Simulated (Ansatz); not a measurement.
# Relaxing a trial structure of ClGa2H4N

The starting geometry of this gas-phase singlet was optimised with r2SCAN-D4.

```yaml
atoms:
  - { symbol: Cl, position_ang: [-0.5201, 0.2640, 3.8024] }
  - { symbol: Ga, position_ang: [-0.2128, 0.3237, 1.6359] }
  - { symbol: Ga, position_ang: [0.2574, -0.8592, -0.5738] }
  - { symbol: N, position_ang: [0.1377, -1.7937, 1.1507] }
  - { symbol: H, position_ang: [-0.6410, -2.4362, 1.3110] }
  - { symbol: H, position_ang: [0.9806, -2.2170, 1.5443] }
  - { symbol: H, position_ang: [-1.0419, -0.9708, -1.4192] }
  - { symbol: H, position_ang: [1.7196, -0.6054, -1.0336] }
```

Problem. Predict what becomes of its bonds when it is optimised with B3LYP/6-31G*.

Solution. It falls apart into GaH4N + ClGa. Distances that change by over a tenth: Ga2–N4 (2.20 → 2.55 Å). Contacts that open: Ga2–Ga3 (2.55 → 3.83 Å).

The energy falls by 0.20 eV over 15 steps:

```tsv
step	E − E(last) (eV)
1	0.197
3	0.139
4	0.123
6	0.091
7	0.072
9	0.033
10	0.010
12	0.000
13	0.000
15	0.000
```

Final geometry (Å):

```yaml
atoms:
  - { symbol: Cl, position_ang: [-0.4470, -0.5363, 4.1162] }
  - { symbol: Ga, position_ang: [-0.3729, 0.8308, 2.2456] }
  - { symbol: Ga, position_ang: [0.3560, -1.3035, -0.8510] }
  - { symbol: N, position_ang: [0.0965, -1.3542, 1.0082] }
  - { symbol: H, position_ang: [-0.7255, -1.8454, 1.3545] }
  - { symbol: H, position_ang: [0.8886, -1.6287, 1.5863] }
  - { symbol: H, position_ang: [-0.9436, -1.4147, -1.7196] }
  - { symbol: H, position_ang: [1.8275, -1.0425, -1.3224] }
```

No frequencies were run, so the end isn't proven a minimum. Run with Ansatz 0.2.0, 29 s on 2 threads of Intel(R) Xeon(R) 6975P-C (Granite Rapids), with other jobs on the host.
